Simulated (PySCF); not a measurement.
An excited-state job on `COCC[SeH]`.

Method: TDDFT B3LYP/def2-SVPD, vertical, gas phase, core orbitals frozen in the response (PySCF 2.14.0, density-fitted response routines). Geometry: GFN2-xTB. The input is one job of a driver script: a line of settings, then coordinates in Å.

Input:
```
{"job": {"kind": "uv", "xc": "B3LYP", "basis": "def2-SVPD", "nstates": 8, "ntriplets": 3}, "charge": 0, "multiplicity": 1}
C     -1.411476     0.823605    -0.467764
O     -0.471786     0.826746     0.582654
C      0.051315    -0.435972     0.911697
C      1.012328    -0.986339    -0.136066
Se     2.416719     0.341077    -0.528627
H     -2.208311     0.096034    -0.277802
H     -0.947296     0.601144    -1.434205
H     -1.835172     1.825697    -0.500429
H     -0.760482    -1.162137     1.071283
H      0.581217    -0.283582     1.855687
H      1.513158    -1.880500     0.234683
H      0.500263    -1.228328    -1.068906
H      1.555137     1.463042    -0.259932
```

Question: Estimate the output.

Answer: 
```
coarse grid: 47832 points
cycle   1  E = -2595.4445375275  dE = -5.162e-01  |g| = 5.464e-01  |ddm| = 4.823e+00
cycle   2  E = -2595.3512368636  dE =  9.330e-02  |g| = 8.880e-01  |ddm| = 1.550e+00
cycle   3  E = -2595.5018899171  dE = -1.507e-01  |g| = 9.326e-02  |ddm| = 8.907e-01
cycle   4  E = -2595.5035674812  dE = -1.678e-03  |g| = 2.480e-02  |ddm| = 1.450e-01
cycle   5  E = -2595.5037076596  dE = -1.402e-04  |g| = 1.162e-02  |ddm| = 5.024e-02
cycle   6  E = -2595.5037405802  dE = -3.292e-05  |g| = 2.778e-03  |ddm| = 1.656e-02
cycle   7  E = -2595.5037427323  dE = -2.152e-06  |g| = 5.399e-04  |ddm| = 4.337e-03
final grid: 100888 points
cycle   8  E = -2595.5037114559  dE = -6.801e-08  |g| = 6.557e-04  |ddm| = 9.909e-03
cycle   9  E = -2595.5037113627  dE =  9.315e-08  |g| = 8.973e-04  |ddm| = 1.892e-03
cycle  10  E = -2595.5037115409  dE = -1.781e-07  |g| = 7.839e-05  |ddm| = 1.076e-03
cycle  11  E = -2595.5037115425  dE = -1.670e-09  |g| = 1.076e-05  |ddm| = 1.060e-04
cycle  12  E = -2595.5037115426  dE = -2.092e-11  |g| = 4.498e-06  |ddm| = 2.190e-05
converged SCF energy = -2595.5037115426

Static polarisability (au): isotropic 72.093, principal 63.471 70.390 82.417

Singlet excitations
state   eV       nm        f      main configurations
  1   4.9004    253.0   0.00003   H->L 0.94
  2   5.4153    229.0   0.05054   H->L+1 0.92
  3   5.8934    210.4   0.01071   H->L+2 0.82
  4   6.2838    197.3   0.01093   H->L+3 0.82, H->L+4 0.12
  5   6.4005    193.7   0.00431   H->L+4 0.82, H->L+3 0.14
  6   6.7038    184.9   0.01217   H-1->L 0.97
  7   6.8987    179.7   0.00987   H-1->L+1 0.94
  8   7.0729    175.3   0.06507   H->L+6 0.70, H->L+5 0.27

Triplet excitations (Tamm-Dancoff, eV): 4.4611 5.0939 5.6928
```

The SCF starts on a coarse grid where the log names one; the energy can jump when the final grid takes over, and dE then counts from the start density on the new grid. H and L stand for HOMO and LUMO; the number after each pair is its weight.

Question: How does the lowest singlet excitation compare with the HOMO–LUMO gap?

Answer: HOMO -6.17 eV and LUMO -0.10 eV give a gap of 6.07 eV; S1 at 4.90 eV lies 1.17 eV below it.

Main results: HOMO -6.17 eV, LUMO -0.10 eV; lowest singlet 4.90 eV; lowest triplet 4.46 eV (Tamm–Dancoff); mean polarisability 72.1 au.

 Relativistic effects, spin–orbit coupling among them, are left out although an element past zinc is present.

Question: How long does this job take on Arm Neoverse V1, one thread (shared host)?

Answer: About 27 s.

One conformer stands for the species.
Labels such as C1 count atoms from 1, the log's own numbers from 0.
